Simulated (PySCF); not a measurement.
C4H5Br. Atoms are numbered in the order given.

```xyz
10

C     -0.9564    -2.7271     0.0000
C     -0.2235    -1.6415     0.0000
C      0.5188    -0.5657     0.0000
C      2.0170    -0.4975     0.0000
Br    -0.3652     1.1548     0.0000
H     -1.2781    -3.1999    -0.9357
H     -1.2781    -3.1999     0.9357
H      2.3805     0.0428    -0.8887
H      2.3805     0.0428     0.8887
H      2.4426    -1.5116     0.0000
```
Charge 0, spin multiplicity 1.

Geometry: B3LYP-D3(BJ)/def2-SVP.

These are CAM-B3LYP/def2-TZVP in PySCF values and carry that method's errors.

Symmetry labels are those of the subgroup Cs that the program uses (full group Cs).

Computed valence orbital energies around the gap with their symmetry:
| orbital | symmetry | energy (eV) |
|---|---|---|
| HOMO−7 | A" | -14.38 |
| HOMO−6 | A' | -13.78 |
| HOMO−5 | A" | -13.56 |
| HOMO−4 | A' | -12.16 |
| HOMO−3 | A" | -10.48 |
| HOMO−2 | A' | -9.71 |
| HOMO−1 | A' | -9.22 |
| HOMO | A" | -8.37 |
| LUMO | A' | 0.06 |
| LUMO+1 | A" | 1.26 |
| LUMO+2 | A' | 2.20 |
| LUMO+3 | A' | 2.53 |
